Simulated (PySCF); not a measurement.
**Assigning NMR signals**

Mapped SMILES: `[CH3:1][CH2:2][O:3][SiH2:4][NH:5][SiH3:6]`. Each H is labelled by its parent atom.

All values are calculated (PySCF 2.14): geometry from GFN2-xTB, NMR shieldings at PBE0/pcSseg-1/GIAO. A single conformation, in vacuum, relativity neglected, fast rotation and ring inversion assumed for equivalent nuclei.

Chemical shifts δ = σref − σ; ¹³C (σ = 186.93 ppm) and ¹H (σ = 31.72 ppm) against TMS, all at this level.

Question: Assign these signals to the numbered atoms. ¹³C{¹H} NMR (computed): δ 61.4 (CH2), 20.5 (CH3).

Answer: 
| δ (ppm) | atoms | environment | reason |
| --- | --- | --- | --- |
| 61.4 | C2 | sp3 CH2 bonded to O | deshielded by the electronegative neighbour |
| 20.5 | C1 | methyl carbon | saturated and bonded to C and H only |

Question: Assign these signals to the numbered atoms. ¹H NMR (500 MHz, computed): δ 5.30 (s, 2H), 4.74 (s, 3H), 4.05 (q, 2H), 1.44 (t, 3H), -1.10 (br s, 1H).

Answer: 
5.30 → H(Si4), hydrogen on a silicon bonded to N, O
4.74 → H(Si6), hydrogen on a silicon bonded to N
4.05 → H(C2), hydrogen on an sp3 CH2 bonded to O: its carbon carries O, an electronegative neighbour
1.44 → H(C1), hydrogen on a methyl carbon
-1.10 → H(N5), hydrogen on a nitrogen bonded to 2 Si: exchangeable, gas-phase position

Exchangeable OH/NH protons stand at their gas-phase positions; hydrogen bonding in a real sample shifts them, mostly to higher δ. Shifts are as computed. Against solution values, carbons near 30 ppm lie about +3 ppm off and those near 130 ppm about +5 ppm. Of 1309 compounds with measured shifts, 239 miss one by over three times the rms of a fit or turn the order of signals round; such compounds aren't used in these exercises. Multiplicities follow the n + 1 count of equivalent neighbours, as no J values were calculated; m marks all less simple cases, F and P coupling included.
